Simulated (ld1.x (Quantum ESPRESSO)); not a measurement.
## Before and after: TM potential for In

indium (In), norm-conserving Troullier–Martins (Kleinman–Bylander form), made with ld1.x (Quantum ESPRESSO) 7.5 (BP86, scalar-relativistic). Core [Kr], reference 4d10 5s2 5p0.5 (charge +0.5). Waves: 5s (bound): rc 2.15 bohr; 5p (bound): rc 2.65 bohr; 4d (bound): rc 1.35 bohr. Local part: all-electron potential smoothed inside 2.40 bohr (lloc = -1). Core correction: Bessel-smoothed model core, default radius (core density twice the valence density).

Change: wave 5s (bound): rc 2.15 bohr becomes 5s (bound): rc 1.32 bohr.

Cutoffs: the cutoffs (Ry, on a coarse ladder) from which the occupation-weighted sum of valence levels, in a spherical-Bessel basis at the reference potential, stays within 10 and 1 mRy of its value at 400 Ry; they do not see the model core or the augmentation charge, which bear on the density cutoff. Errors are all-electron minus pseudo energies relative to the spin-unpolarised reference configuration.

Question: What does the change do?

Answer: The potential gets harder (90 Ry and 140 Ry → 140 Ry and 300 Ry); a bound ghost appears in s, which as a rule spoils a file; of the 7 tests that both files solve, the error grows in 3 and shrinks in 4 by more than 15 % and 0.3 meV (median size 12.3 → 25.7 meV). A smaller radius makes the pseudo-wave follow the all-electron one further in, where it bends more sharply, so more plane waves are needed.

```csv
quantity,base,changed
"cutoff, loose",90 Ry,140 Ry
"cutoff, tight",140 Ry,300 Ry
loose cutoff by channel (10 mRy a level),"s 8 Ry, p 6 Ry, d 70 Ry","s 120 Ry, p 6 Ry, d 70 Ry"
bound ghosts,none,s
"error for 4d10 5s2 5p1, meV [ΔE -2.02 eV]",+0.4,-0.1
"error for 4d10 5s2 5p0, meV [ΔE 3.50 eV]",-1.1,-2.1
"error for 4d10 5s1 5p0, meV [ΔE 22.93 eV]",-12,-7.4
"error for 4d9 5s2 5p1, meV [ΔE 23.19 eV]",-186,-78
"error for 4d9 5s2 5p2, meV [ΔE 16.23 eV]",-238,-149
"error for 4d10 5s1 5p2, meV [ΔE 3.85 eV]",-2.5,-26
"error for 4d9 5s0 5p0, meV [ΔE 107.76 eV]",-194,-463
s: phases at 2.90 bohr within 0.05 rad from the reference energy up to (Ry; the scan ends near 5),1.1,0.6
p: phases at 2.90 bohr within 0.05 rad from the reference energy up to (Ry; the scan ends near 5),1.8,1.8
d: phases at 2.90 bohr within 0.05 rad from the reference energy up to (Ry; the scan ends near 5),0.3,0.3
```

 A true bound ghost makes a file unfit for plane-wave use even where its test errors are small: the radial tests pick states by their node count and pass the ghost by.
